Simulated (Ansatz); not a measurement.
`F[Si](S)(S)S`, charge 0, multiplicity 1.

Task: Give a relaxed structure at PBE0-D4/def2-TZVP (Ansatz). (Best estimate.)

Result: Computed: 
```xyz
8

F    -1.270    1.007   -0.223
Si   -0.032    0.025   -0.006
S    -0.183   -0.887    1.893
S     1.767    1.126   -0.118
S    -0.043   -1.462   -1.506
H    -1.454   -1.285    1.694
H     1.357    2.046    0.775
H    -0.144   -0.569   -2.509
```
Point group C3.
